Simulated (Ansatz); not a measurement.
```yaml
crystal:
  periodic: [false, false, false]
  atoms:
    - {symbol: F, position_ang: [1.638500, -1.089502, 2.653175]}
    - {symbol: Sc, position_ang: [1.278548, -1.248637, 0.849339]}
    - {symbol: F, position_ang: [2.069101, -2.609534, -0.152765]}
    - {symbol: O, position_ang: [0.031340, -0.077021, 0.030741]}
    - {symbol: Si, position_ang: [-0.977765, 0.997035, -0.663633]}
    - {symbol: H, position_ang: [-2.231331, 1.120845, 0.108548]}
    - {symbol: H, position_ang: [-1.318643, 0.507533, -2.006334]}
    - {symbol: H, position_ang: [-0.393024, 2.303857, -0.803253]}
basis:
  gaussian: {orbitals: def2-TZVPP, final_grid: {core_spheres: 20, valence_spheres: 16, degree: 47}}
hamiltonian: {xc: {name: LC-wPBE}}
scf: {lower_state_search: light}
output: {forces: true}
```

```sh
$ ansatz run in.yaml --threads 4 --pin off --events-out ev --progress --plain --max-ram 10444MiB
```

Output, abridged:

```
Functional definition: LC-wPBE
1367 factors; their error is unknown
441 factors; integrals over basis functions are off by at most 2.7e-5 eV
mean field evaluation 1: about -36096.3883 eV, gradient 8.3e1 eV
mean field evaluation 2: about -36081.7025 eV, gradient 1.3e2 eV
mean field evaluation 4: about -36107.3728 eV, gradient 2.8e0 eV
mean field evaluation 8: about -36107.3337 eV, gradient 1.7e-1 eV
mean field evaluation 16: about -36107.3337 eV, gradient 4.4e-5 eV
mean field -36107.33371780 eV, -1326.9200396995 hartree, gradient 4.4e-5 eV, S^2 0.000000; 0 other end points of the search recorded, 0 dependent functions left out
reference -36107.33371782 eV, -1326.9200396999 hartree; 32, 32 occupied and 209, 209 virtual orbitals, 1367 factors
Total energy: -36107.33371782 eV, -1326.9200396999 hartree
Atom 0 at     1.638500    -1.089502     2.653175 Å, force    -0.003249    -0.011495    -0.113674 eV/Å
Atom 1 at     1.278548    -1.248637     0.849339 Å, force    -0.093179    -0.126786    -0.340155 eV/Å
Atom 2 at     2.069101    -2.609534    -0.152765 Å, force    -0.187100     0.359958     0.279340 eV/Å
Atom 3 at     0.031340    -0.077021     0.030741 Å, force     0.455649    -0.168461     0.356709 eV/Å
Atom 4 at    -0.977765     0.997035    -0.663633 Å, force    -0.487880    -0.801370    -0.052086 eV/Å
Atom 5 at    -2.231331     1.120845     0.108548 Å, force    -0.058344     0.010318     0.126849 eV/Å
Atom 6 at    -1.318643     0.507533    -2.006334 Å, force    -0.102464    -0.041086    -0.278899 eV/Å
Atom 7 at    -0.393024     2.303857    -0.803253 Å, force     0.476567     0.778922     0.021916 eV/Å
Dipole moment:    -0.051332     0.163747    -0.045462 e Å
```

Hardware: 4 threads of an Arm Neoverse V2 on a shared host. Wall time 4.7 s, peak host memory 0.49 GiB.
